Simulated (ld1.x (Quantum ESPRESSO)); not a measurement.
How hard is this Se RRKJ potential?

* Element: Se (Z = 34)
* Generator: ld1.x (Quantum ESPRESSO) 7.5
* Type: norm-conserving RRKJ (Kleinman–Bylander form)
* Functional: PW91
* Relativity: scalar-relativistic
* Frozen core: [Ar] 3d10
* Valence charge: 6
* Reference configuration: 4s2 4p4
* Partial waves: 4p (bound): rc 1.95 bohr; 4s (bound): rc 1.10 bohr
* Local potential: the s channel
* Core correction: Bessel-smoothed model core, default radius (core density twice the valence density)

The pseudo-atom Hamiltonian at the reference potential is diagonalised in spherical Bessel functions j_l(qr) that vanish at 20 bohr, with q² up to the cutoff. All-electron valence levels (Ry): 4p -0.4822, 4s -1.2760.

Q: How do the lowest levels (Ry) of each channel move with the cutoff, and are there ghosts?

A:

```
cutoff (Ry)      p #1     p #2     s #1    d #1    f #1  Σ f·Δε (mRy)
          8   -0.4757   0.0305  -1.0153  0.0693  0.1198         547.5
         18   -0.4821   0.0276  -1.1247  0.0693  0.1198         302.8
         35   -0.5672  -0.4815  -1.1715  0.0691  0.1198         211.7
         55   -4.7900  -0.4822  -1.2604  0.0691  0.1198          31.1
         80  -17.1230  -0.4822  -1.2710  0.0691  0.1198           9.9
        120  -19.3427  -0.4822  -1.2739  0.0691  0.1198           4.1
        200  -21.7002  -0.4822  -1.2753  0.0691  0.1198           1.3
        350  -22.4662  -0.4822  -1.2758  0.0691  0.1198           0.1
        400  -22.4854  -0.4822  -1.2759  0.0691  0.1198           0.0
```

Result: ghost state, extra bound levels that the all-electron valence spectrum of the same l lacks: p at -305.9 eV (a true bound ghost makes a file unfit for plane-wave use); 10 mRy is reached at 80 Ry and 1 mRy at 260 Ry.
